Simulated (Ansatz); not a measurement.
`[AlH2][SiH2]BC[SiH3]` + `S[CH2][GeH3]` → `[SiH3]S[CH2][GeH3]` + `CB[SiH2][AlH2]`  (ligand exchange at the Si–C bond)

Computed with Ansatz on PBE0-D4/def2-TZVP structures; ΔE is electronic, products minus reactants. CCSD(T)/CBS adds triple-zeta CCSD(T) − MP2 to the extrapolated MP2 energy (def2 sets, frozen cores). Functionals use def2-TZVPP. B3LYP here is the variant with VWN-RPA as its local correlation; programs differ in this. For Ge outer-core shells are correlated without core-valence functions, which leaves a few kJ/mol of doubt a bond. Scalar relativity is left out up to krypton. One conformer a species, not always the lowest.

(1) Is it downhill or uphill in electronic energy at CCSD(T)/CBS, and by how much? (An estimate is asked.)

(2) What do these levels give: B3LYP-D4, r2SCAN, B3LYP, CCSD(T)/def2-TZVPP, HF/def2-QZVPP, HF/CBS(def2)? (An estimate is asked.)

Largest T1 diagnostic among the species: 0.014.

Results:

(1) Ansatz gave: Downhill: ΔE = -40.1 kJ/mol.

(2) The calculation gave: B3LYP-D4 -41.3, r2SCAN -42.3, B3LYP -43.0, CCSD(T)/def2-TZVPP -37.2, HF/def2-QZVPP -46.8, HF/CBS(def2) -46.8 kJ/mol.

In def2-TZVPP, CCSD(T) changes the Hartree–Fock value by +10.0 kJ/mol (the triples alone add +0.7 kJ/mol) and MP2 by +7.4 kJ/mol.
